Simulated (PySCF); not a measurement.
An unknown shows these calculated signals:

$^{1}$H NMR (600 MHz, computed): δ 8.80 (m, 1H), 6.96 (m, 1H), 6.90 (m, 1H), 3.18 (s, 6H).

$^{13}$C{$^{1}$H} NMR (computed): δ 211.2 (C), 164.6 (CH), 155.5 (C), 118.3 (CH), 110.9 (CH), 42.2 (CH3).

Theory: geometry from GFN2-xTB, shieldings: GIAO PBE0/pcSseg-1, in PySCF (gas phase, fast rotation and ring inversion assumed for equivalent nuclei, no relativistic terms, a single conformation).

References, each an isolated molecule treated in the same way: TMS for $^{1}$H (31.72 ppm), $^{13}$C (186.93 ppm).

Which of these does the molecule contain: an N-methyl group, a ketone, a Si–H bond, a methoxy group?

Answers


- An N-methyl group: yes (δC 42.2; δH 3.18 (s)).
- A ketone: no.
- A Si–H bond: no.
- A methoxy group: no.

The data belong to SMILES c1cc(N(C)C)cc(F)p1, C₇H₉FNP; they needn't prove each group on their own.

Carbon signals by region: 2 in the far downfield region (above 160 ppm), 3 in the sp2 and nitrile region (100–160 ppm), 1 below 50 ppm. Above 160 ppm: 211.2, aromatic carbon bearing fluorine, 164.6, aromatic CH.

Splittings by $^{19}$F and $^{31}$P in the carbon and heteronuclear signals aren't shown, as no couplings were computed. Shifts are as computed. Against solution values, carbons near 30 ppm lie about +3 ppm off and those near 130 ppm about +5 ppm. Of 1211 compounds with measured shifts, 218 miss one by over three times the rms of a fit or turn the order of signals round; such compounds aren't used in these exercises. Multiplicities follow the n + 1 count of equivalent neighbours, as no J values were calculated; m marks all less simple cases, F and P coupling included.
